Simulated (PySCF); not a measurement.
**Working out the ionisation energy of Ge**

Ge [Ar] 3d10 4s2 4p2 (3P) → Ge⁺ [Ar] 3d10 4s2 4p1 (2P). All numbers are calculated (PySCF 2.14, the spin-free X2C one-electron Hamiltonian (Gaussian nucleus), in x2c-SVPall). Frozen: [Ar] 3d10. Energies in hartree (1 hartree = 27.21139 eV):

```tsv
part	Ge (lower)	Ge⁺ (upper)
UHF	-2096.685690	-2096.413261
CCSD correlation	-0.056373	-0.046882
(T)	-0.000809	-0.000486
```

**Question.** What does Hartree-Fock give?

**Answer.** (-2096.413261) − (-2096.685690) = 0.272429 hartree = 7.413 eV.

**Question.** What do CCSD and CCSD(T) give?

**Answer.** The CCSD correlation energies differ by 0.009491 hartree = 0.258 eV and the triples by 0.000323 hartree = 0.009 eV, so CCSD gives 7.671 eV and CCSD(T) 7.680 eV.

Measured between the centres of the two terms (NIST): 7.925 eV, so CCSD(T) (valence) is off by -0.245 eV.

A double-zeta basis recovers only part of the correlation energy.

What remains against the reference includes basis incompleteness, the frozen core and higher excitations.
